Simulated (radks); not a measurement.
Problem. The mean radii <r> (bohr) of the occupied orbitals of an atom or ion are listed with their occupations. Method: non-relativistic Kohn-Sham, LDA (Slater exchange, Perdew-Wang correlation), spin-polarised, spherical densities, point nucleus; computed with a radial shooting solver on a logarithmic mesh with Libxc functionals.

| orbital | occ. | <r> |
|---|---|---|
| 1s | 2 | 0.04023 |
| 2s | 2 | 0.1772 |
| 2p | 6 | 0.1524 |
| 3s | 2 | 0.5045 |
| 3p | 6 | 0.5041 |
| 3d | 10 | 0.4971 |
| 4s | 2 | 1.383 |
| 4p | 6 | 1.576 |
| 5s | 2 | 4.337 |

Name the element and its charge. Open shells, if any, are filled with parallel spins first.

Solution. Z = 38, strontium, charge 0: Sr in [Kr] 5s2. The 1s radius gives Z: for a bare nucleus <r> = 1.5/Z, 0.03947 bohr for Z = 38, and screening makes it slightly larger (0.04023 here). The occupations add up to 38, and the charge is Z minus that.
